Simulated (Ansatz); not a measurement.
Compare A (`NBOC[SiH2]F`) with its isomer B (`C[Si](N)(F)BO`).

Computed with Ansatz on PBE0-D4/def2-TZVP structures; ΔE is electronic, products minus reactants. CCSD(T)/CBS is the MP2 limit (def2-TZVPP, def2-QZVPP) plus CCSD(T) − MP2 in def2-TZVPP, frozen cores. DFT in def2-TZVPP. B3LYP here is the variant with VWN-RPA as its local correlation; programs differ in this. One conformer a species, not always the lowest.

(1) Which isomer does CCSD(T)/CBS put lower? Give the gap. (Estimate.)

(2) Give E(B) − E(A) in kJ/mol with B3LYP, PBE-D4, CCSD/def2-TZVPP, r2SCAN-D4, MP2/def2-TZVPP, CCSD(T)/def2-TZVPP, PBE0-D4. (Estimate.)

Largest T1 diagnostic: 0.013.

## Answers

(1) Computed: B, by 43.2 kJ/mol.

(2) Ansatz gave: B3LYP -32.5, PBE-D4 -43.3, CCSD/def2-TZVPP -38.8, r2SCAN-D4 -41.0, MP2/def2-TZVPP -42.0, CCSD(T)/def2-TZVPP -39.6, PBE0-D4 -43.5. None reverses the order clearly.

The D4 term adds −3.4 kJ/mol with B3LYP and −1.9 kJ/mol with PBE0; it sums over pairs of atoms, weighted by their polarisabilities, and B3LYP, whose exchange is more repulsive, gets the larger term. In def2-TZVPP, CCSD(T) changes the Hartree–Fock value by −14.9 kJ/mol (the triples alone add −0.8 kJ/mol) and MP2 by −17.3 kJ/mol.
